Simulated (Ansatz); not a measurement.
`S=C[SiH2][SeH]` and `S=C[SiH2][SnH3]` differ in one atom or group.

Ansatz, PBE0-D4/def2-TZVP geometries, multiplicity 1. Each molecule was computed in one conformer, which needn't be the lowest.

Elements past krypton have def2 core potentials. Scalar relativity is left out up to krypton.

```
                               property  `S=C[SiH2][SeH]`
    LUMO energy (B3LYP/def2-TZVPP) / eV             -3.07
  HOMO–LUMO gap (B3LYP/def2-TZVPP) / eV              3.20
HOMO–LUMO gap (ωB97M-V/def2-TZVPP) / eV              7.92
  HOMO energy (ωB97M-V/def2-TZVPP) / eV             -8.68
   HOMO–LUMO gap (PBE0/def2-TZVPP) / eV              3.59
     LUMO energy (PBE0/def2-TZVPP) / eV             -2.91
```

(1) What does the change do to each property? (Estimate.)

Results:

(1) Computed: 
```csv
property,`S=C[SiH2][SnH3]`,shift
LUMO energy (B3LYP/def2-TZVPP) / eV,-3.01,0.06
HOMO–LUMO gap (B3LYP/def2-TZVPP) / eV,3.22,0.02
HOMO–LUMO gap (ωB97M-V/def2-TZVPP) / eV,7.89,-0.03
HOMO energy (ωB97M-V/def2-TZVPP) / eV,-8.65,0.03
HOMO–LUMO gap (PBE0/def2-TZVPP) / eV,3.61,0.02
LUMO energy (PBE0/def2-TZVPP) / eV,-2.84,0.07
```

B3LYP here is the variant with VWN-RPA as its local correlation; programs differ in this.

Spin–orbit coupling is left out; it splits and shifts lone-pair levels of the heavy atoms by tenths of an eV.
